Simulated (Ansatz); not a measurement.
Start from `BN[CH2][GaH2]` and change one atom or group to get `BNC[TeH]`.

Ansatz, PBE0-D4/def2-TZVP geometries, multiplicity 1. Each molecule was computed in one conformer, which needn't be the lowest.

Elements past krypton have def2 core potentials. Scalar relativity is left out up to krypton. Spin–orbit coupling is left out; it splits and shifts lone-pair levels of the heavy atoms by tenths of an eV.

```
                             property  `BN[CH2][GaH2]`
   LUMO energy (PBE0/def2-TZVPP) / eV            -1.68
HOMO energy (ωB97M-V/def2-TZVPP) / eV            -9.26
   HOMO energy (PBE0/def2-TZVPP) / eV            -7.06
LUMO energy (ωB97M-V/def2-TZVPP) / eV            -0.02
  HOMO–LUMO gap (PBE/def2-TZVPP) / eV             3.41
    HOMO energy (PBE/def2-TZVPP) / eV            -5.94
```

**Question.** Give the same properties after the change, and the shifts. (An estimate is asked.)

**Answer.** The calculation gave: 
| property | `BNC[TeH]` | shift |
| --- | --- | --- |
| LUMO energy (PBE0/def2-TZVPP) / eV | -0.97 | 0.71 |
| HOMO energy (ωB97M-V/def2-TZVPP) / eV | -8.46 | 0.80 |
| HOMO energy (PBE0/def2-TZVPP) / eV | -6.34 | 0.72 |
| LUMO energy (ωB97M-V/def2-TZVPP) / eV | 0.81 | 0.83 |
| HOMO–LUMO gap (PBE/def2-TZVPP) / eV | 3.51 | 0.10 |
| HOMO energy (PBE/def2-TZVPP) / eV | -5.33 | 0.61 |

Positive LUMOs are unbound, so they and the gaps depend on the basis.
